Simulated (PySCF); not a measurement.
PySCF input for B(F)(OH)2 (BFH2O2), SMILES OB(O)F, TDA-M06-2X/def2-SVPD. Geometry optimised at PBE0-D3(BJ)/def2-SVP. One conformer was computed; it need not be the lowest.

```python
import numpy as np
from pyscf import gto, scf, dft, tdscf

mol = gto.M(
    atom='''
    B     0.00000000    0.00000000   -0.03392538
    F     0.00000000   -0.00000001    1.31092843
    O     0.00000000    1.16784533   -0.71125746
    H     0.00000000    1.92929939   -0.12430475
    O     0.00000000   -1.16784531   -0.71125747
    H     0.00000000   -1.92929939   -0.12430478
    ''',
    basis='def2-SVPD',
    charge=0,
    spin=0,
    symmetry=True,
    max_memory=1600,
    verbose=4,
)
mf = dft.RKS(mol, xc='m06-2x').density_fit(auxbasis='def2-universal-jkfit')
mf.grids.level = 4
mf.conv_tol = 1e-9
mf.max_cycle = 100
mf.kernel()
mf.grids = dft.Grids(mol).set(level=2).build(with_non0tab=True)  # coarser grid for the response kernel
td = tdscf.TDA(mf)
td.singlet = True
td.nstates = 10
td.conv_tol = 1e-4
td.kernel(x0=td.get_init_guess(mf, 15))
td.analyze()
tt = tdscf.TDA(mf)
tt.singlet = False
tt.nstates = 4
tt.conv_tol = 1e-4
tt.kernel(x0=tt.get_init_guess(mf, 9))
tt.analyze(verbose=3)
```

Program output:

```
PySCF version 2.14.0

[INPUT] verbose = 4
[INPUT] num. atoms = 6
[INPUT] num. electrons = 32
[INPUT] charge = 0
[INPUT] spin (= nelec alpha-beta = 2S) = 0
[INPUT] symmetry True subgroup None
[INPUT] Mole.unit = angstrom
[INPUT] Symbol           X                Y                Z      unit          X                Y                Z       unit  Magmom
[INPUT]  1 B      0.000000000000   0.000000000000  -0.033925380000 AA    0.000000000000   0.000000000000  -0.064109676872 Bohr   0.0
[INPUT]  2 F      0.000000000000  -0.000000010000   1.310928430000 AA    0.000000000000  -0.000000018897   2.477295701606 Bohr   0.0
[INPUT]  3 O      0.000000000000   1.167845330000  -0.711257460000 AA    0.000000000000   2.206907829552  -1.344081803454 Bohr   0.0
[INPUT]  4 H      0.000000000000   1.929299390000  -0.124304750000 AA    0.000000000000   3.645847459390  -0.234901933483 Bohr   0.0
[INPUT]  5 O      0.000000000000  -1.167845310000  -0.711257470000 AA    0.000000000000  -2.206907791758  -1.344081822351 Bohr   0.0
[INPUT]  6 H      0.000000000000  -1.929299390000  -0.124304780000 AA    0.000000000000  -3.645847459390  -0.234901990174 Bohr   0.0

nuclear repulsion = 114.526744340114
point group symmetry = C2v
symmetry origin: [ 0.00000000e+00  4.13377588e-09 -1.41379963e-16]
symmetry axis x: [-1. -0. -0.]
symmetry axis y: [ 0.00000000e+00  1.00000000e+00 -1.41973267e-08]
symmetry axis z: [0.00000000e+00 1.41973267e-08 1.00000000e+00]
num. orbitals of irrep A1 = 43
num. orbitals of irrep A2 = 13
num. orbitals of irrep B1 = 18
num. orbitals of irrep B2 = 31
number of shells = 43
number of NR pGTOs = 149
number of NR cGTOs = 105
basis = def2-SVPD
ecp = {}


[settings echo left out]
init E= -276.657520013105
HOMO (A2) = -0.469222736466786  LUMO (A1) = -0.024174116630431  gap/eV = 12.11039
cycle= 1 E= -276.121729602584  delta_E= 0.536  |g|= 0.777  |ddm|= 2.87
HOMO (A2) = -0.324902656260601  LUMO (A1) = 6.0046158758098e-05  gap/eV = 8.84269
cycle= 2 E= -276.110579148294  delta_E= 0.0112  |g|= 0.846  |ddm|= 1.35
HOMO (A2) = -0.431718240092335  LUMO (A1) = -0.00099006856214956  gap/eV = 11.72071
cycle= 3 E= -276.234159160262  delta_E= -0.124  |g|= 0.0519  |ddm|= 0.67
HOMO (A2) = -0.421135842770106  LUMO (A1) = -6.81037603733614e-05  gap/eV = 11.45784
cycle= 4 E= -276.234545500442  delta_E= -0.000386  |g|= 0.0281  |ddm|= 0.0621
HOMO (A2) = -0.422787226978526  LUMO (A1) = -0.000111333771903865  gap/eV = 11.50160
cycle= 5 E= -276.23466969079  delta_E= -0.000124  |g|= 0.006  |ddm|= 0.0227
HOMO (A2) = -0.422600564809946  LUMO (A1) = -0.000214041240822027  gap/eV = 11.49372
cycle= 6 E= -276.234676638959  delta_E= -6.95e-06  |g|= 0.000647  |ddm|= 0.00558
HOMO (A2) = -0.422628079109193  LUMO (A1) = -0.000205383262175118  gap/eV = 11.49471
cycle= 7 E= -276.234676786212  delta_E= -1.47e-07  |g|= 7.15e-05  |ddm|= 0.00131
HOMO (A2) = -0.422621054716323  LUMO (A1) = -0.000206249113537282  gap/eV = 11.49449
cycle= 8 E= -276.234676789793  delta_E= -3.58e-09  |g|= 1.04e-05  |ddm|= 0.000259
HOMO (A2) = -0.422620463138612  LUMO (A1) = -0.000206091582131585  gap/eV = 11.49448
cycle= 9 E= -276.234676789847  delta_E= -5.41e-11  |g|= 2.07e-06  |ddm|= 2.49e-05
HOMO (A2) = -0.422620504101918  LUMO (A1) = -0.000206073484153357  gap/eV = 11.49448
Extra cycle  E= -276.234676789848  delta_E= -7.96e-13  |g|= 1.25e-06  |ddm|= 4.66e-06
converged SCF energy = -276.234676789848
tot grids = 55976


******** <class 'pyscf.tdscf.rks.TDA'> for <class 'pyscf.df.df_jk.DFSymAdaptedRKS'> ********
nstates = 10 singlet
deg_eia_thresh = 1.000e-03
wfnsym = None
conv_tol = 0.0001
eigh lindep = 1e-12
eigh level_shift = 0
eigh max_cycle = 100


Excitation energies (eV)
[ 8.61572599  9.33460431  9.72584321  9.9892446  10.45119931 10.56029289
 11.00637501 11.00881629 11.21077514 11.22787895]

** Singlet excitation energies and oscillator strengths **
Excited State   1:   A2      8.61573 eV    143.90 nm  f=0.0000
      14 -> 18       -0.15498
      16 -> 17       -0.66475
Excited State   2:   B1      9.33460 eV    132.82 nm  f=0.0529
      14 -> 17        0.41020
      14 -> 21       -0.10482
      16 -> 18        0.53460
Excited State   3:   B2      9.72584 eV    127.48 nm  f=0.0006
      13 -> 18       -0.22653
      15 -> 17       -0.64532
Excited State   4:   A1      9.98924 eV    124.12 nm  f=0.0742
      13 -> 17       -0.60702
      13 -> 21        0.10177
      15 -> 18       -0.30318
Excited State   5:   B1     10.45120 eV    118.63 nm  f=0.0016
      14 -> 17       -0.55486
      16 -> 18        0.40470
Excited State   6:   A2     10.56029 eV    117.41 nm  f=0.0000
      14 -> 18        0.35332
      16 -> 17       -0.16184
      16 -> 19       -0.38407
      16 -> 21       -0.40257
Excited State   7:   A2     11.00638 eV    112.65 nm  f=0.0000
      15 -> 20        0.36515
      15 -> 23        0.54715
      16 -> 19        0.18109
      16 -> 21       -0.12107
Excited State   8:   B2     11.00882 eV    112.62 nm  f=0.2279
      13 -> 18        0.14452
      15 -> 19        0.11087
      15 -> 21       -0.14675
      16 -> 20        0.23999
      16 -> 23        0.59486
Excited State   9:   A2     11.21078 eV    110.59 nm  f=0.0000
      14 -> 18        0.16992
      15 -> 20       -0.11736
      15 -> 23       -0.19215
      16 -> 19        0.52178
      16 -> 21       -0.33849
      16 -> 24        0.11549
Excited State  10:   A1     11.22788 eV    110.43 nm  f=0.0045
      13 -> 17       -0.33109
      13 -> 19       -0.11915
      13 -> 21       -0.17405
      15 -> 18        0.56727

** Transition electric dipole moments (AU) **
state          X           Y           Z        Dip. S.      Osc.
  1         0.0000      0.0000      0.0000      0.0000      0.0000
  2         0.4809     -0.0000      0.0000      0.2312      0.0529
  3         0.0000      0.0507     -0.0000      0.0026      0.0006
  4         0.0000      0.0000     -0.5506      0.3032      0.0742
  5        -0.0782     -0.0000      0.0000      0.0061      0.0016
  6         0.0000     -0.0000      0.0000      0.0000      0.0000
  7        -0.0000     -0.0000     -0.0000      0.0000      0.0000
  8        -0.0000     -0.9193      0.0000      0.8451      0.2279
  9        -0.0000      0.0000     -0.0000      0.0000      0.0000
 10        -0.0000      0.0000     -0.1276      0.0163      0.0045

** Transition velocity dipole moments (imaginary part, AU) **
state          X           Y           Z        Dip. S.      Osc.
  1        -0.0000      0.0000      0.0000      0.0000      0.0000
  2         0.1613     -0.0000      0.0000      0.0260      0.0506
  3         0.0000      0.0557     -0.0000      0.0031      0.0058
  4         0.0000     -0.0000     -0.1973      0.0389      0.0707
  5        -0.0101     -0.0000      0.0000      0.0001      0.0002
  6         0.0000     -0.0000      0.0000      0.0000      0.0000
  7        -0.0000     -0.0000     -0.0000      0.0000      0.0000
  8        -0.0000     -0.2590      0.0000      0.0671      0.1105
  9         0.0000      0.0000     -0.0000      0.0000      0.0000
 10         0.0000      0.0000     -0.0543      0.0029      0.0048

** Transition magnetic dipole moments (imaginary part, AU) **
state          X           Y           Z
  1        -0.0000     -0.0000     -0.7391
  2         0.0000      0.3151      0.0000
  3         0.9032      0.0000      0.0000
  4         0.0000     -0.0000      0.0000
  5         0.0000     -0.4064     -0.0000
  6         0.0000     -0.0000     -0.2364
  7         0.0000      0.0000      0.5536
  8         0.0074      0.0000      0.0000
  9        -0.0000     -0.0000     -0.0620
 10         0.0000      0.0000      0.0000


******** <class 'pyscf.tdscf.rks.TDA'> for <class 'pyscf.df.df_jk.DFSymAdaptedRKS'> ********
nstates = 4 triplet
deg_eia_thresh = 1.000e-03
wfnsym = None
conv_tol = 0.0001
eigh lindep = 1e-12
eigh level_shift = 0
eigh max_cycle = 100


Excitation energies (eV)
[8.41396535 9.06560555 9.32459887 9.4766388 ]

** Triplet excitation energies and oscillator strengths **
Excited State   1:   A2      8.41397 eV    147.36 nm  f=0.0000
Excited State   2:   B1      9.06561 eV    136.76 nm  f=0.0000
Excited State   3:   B2      9.32460 eV    132.96 nm  f=0.0000
Excited State   4:   B2      9.47664 eV    130.83 nm  f=0.0000
```

The run converged.
